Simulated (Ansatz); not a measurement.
Reaction (substitution at a C–Si bond): `FC[SiH2]CF` + H₂Te → `FC[TeH]` + `FC[SiH3]`

Gas-phase electronic energies from Ansatz, PBE0-D4/def2-TZVP geometries. CCSD(T)/CBS is the MP2 limit (def2-TZVPP, def2-QZVPP) plus CCSD(T) − MP2 in def2-TZVPP, frozen cores. DFT in def2-TZVPP. Elements past krypton have def2 core potentials. For Te outer-core shells are correlated without core-valence functions, which leaves a few kJ/mol of doubt a bond. One conformer a species, not always the lowest.

| level | ΔE (kJ/mol) |
| --- | --- |
| ωB97M-V | 26.6 |
| HF/def2-TZVPP | 27.9 |

**Question.** What does CCSD(T)/CBS give? (Estimate.)

**Answer.** Computed: +19.0 kJ/mol. The listed levels differ from it by 7.6, 8.9 kJ/mol.

Largest T1 diagnostic among the species: 0.011.

In def2-TZVPP, CCSD(T) changes the Hartree–Fock value by −5.2 kJ/mol (the triples alone add −2.3 kJ/mol) and MP2 by −8.9 kJ/mol. From PBE to PBE0 (25 % exact exchange), in def2-TZVPP and without D4, ΔE moves by +4.2 kJ/mol.
